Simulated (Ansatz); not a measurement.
Redistribution: C2H7BS + BH(SH)2 → C2H7BS2 + BH2(SH)

Gas-phase species: C2H7BS `CCBS`, singlet; BH(SH)2, singlet; C2H7BS2 `CCB(S)S`, singlet; BH2(SH), singlet. The partners trade H for SH; both sit on B, so the bond types are kept.

Shapes, held fixed at every level: PBE0-D4/def2-TZVP. Flexible molecules stand in one conformer, not always the lowest. Programs: Ansatz 0.2.0. The zero-point and thermal change to 298 K, harmonic and unscaled (PBE0-D4/def2-TZVP), is -0.5 kJ/mol.

| level | kind | ΔH(298 K) (kJ/mol) | less CCSD(T)/CBS estimate |
| --- | --- | --- | --- |
| HF/def2-TZVPP | Hartree–Fock | +7.5 | +5.8 |
| BHLYP-D4/def2-TZVPP | global hybrid | +2.5 | +0.8 |
| wB97M-V/def2-TZVPP | range-separated hybrid | +2.8 | +1.1 |
| MP2/def2-SVP | perturbation theory | +0.4 | -1.3 |
| MP2/def2-TZVPP | perturbation theory | -0.3 | -2.0 |
| CCSD/def2-SVP | coupled cluster or CI | +2.4 | +0.7 |
| CCSD/def2-TZVPP | coupled cluster or CI | +2.8 | +1.1 |
| CCSD(T)/CBS estimate | coupled cluster or CI | +1.7 | 0.0 |

The highest level, CCSD(T)/CBS estimate, gives ΔH(298 K) = +1.7 kJ/mol; the levels span -0.3 to +7.5. That is about zero within the method's error. They disagree on the sign: 7 of 8 are positive. The column of differences is taken from that level and isn't an error. No measured value is set beside it here. The CBS estimate extrapolates MP2 from def2-TZVPP and def2-QZVPP and adds CCSD(T) − MP2 in the triple-zeta set, cores frozen.
